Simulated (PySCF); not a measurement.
## How methods differ on the interval between two levels of Pd³⁺

Pd³⁺ [Kr] 4d7 [4F9/2, M_J = 9/2] → Pd³⁺ [Kr] 4d6 5p1 [6F11/2, M_J = 11/2], as a difference of total energies. All numbers are calculated (PySCF 2.14, the two-component X2C-1e Hamiltonian, in x2c-TZVPall-2c with one added diffuse shell each of s, p, d type (9s10p8d1f, 86 functions)). Correlated levels: [Ar] 3d10 frozen; the 6 highest virtual spinors dropped. "Screened" scales the spin-orbit matrix elements by Boettger's factors to mimic the two-electron term; Breit and QED terms are absent.

```
                    method  interval between two levels (cm⁻¹)
           GHF (spin-free)                              144510
          GMP2 (spin-free)                              147180
 GHF (screened spin-orbit)                              146580
GMP2 (screened spin-orbit)                              149340
```

The labels give the starting determinants; with spin-orbit coupling the two ends relaxed to ⟨J²⟩ = 24.76, ⟨L²⟩ = 12.21, ⟨S²⟩ = 3.69 and ⟨J²⟩ = 35.76, ⟨L²⟩ = 12.17, ⟨S²⟩ = 8.67.
